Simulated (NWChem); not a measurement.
Species: BeHOBr; SMILES [OH][Be][Br]

```xyz
4

Be     0.0014     1.1598     0.0000
Br     0.0050    -0.8114     0.0000
O      0.0554     2.5658     0.0000
H     -0.6232     3.2323     0.0000
```
Atoms are numbered in this order, from 1.

Computed with NWChem. Structure relaxed at the PBE0-D3(BJ)/def2-TZVP level. B3LYP is NWChem's, with the RPA form of VWN correlation. Vertical excitations in the gas phase; the lowest state need not have the same character in each row.

```csv
level,"lowest excitation, singlet (eV)",oscillator strength of that lowest state,"lowest state with f > 0.02, singlet (eV)",oscillator strength of that bright state,lowest triplet (eV),orbital gap (eV)
"PBE/def2-SVP, TDA",…,…,…,0.033,…,…
"B3LYP/def2-SVP, TDA",6.62,0.023,6.62,0.023,6.39,7.64
"CAM-B3LYP/def2-SVP, TDA",6.96,0.023,6.96,0.023,6.69,10.25
"BHandHLYP/def2-SVP, TDA",7.25,0.034,7.25,0.034,6.97,9.95
```

Q: Fill in the missing entries.

A: 
- PBE/def2-SVP, TDA, lowest excitation, singlet (eV): 6.24
- PBE/def2-SVP, TDA, oscillator strength of that lowest state: 0.016
- PBE/def2-SVP, TDA, lowest state with f > 0.02, singlet (eV): 6.35
- PBE/def2-SVP, TDA, lowest triplet (eV): 6.04
- PBE/def2-SVP, TDA, orbital gap (eV): 6.16
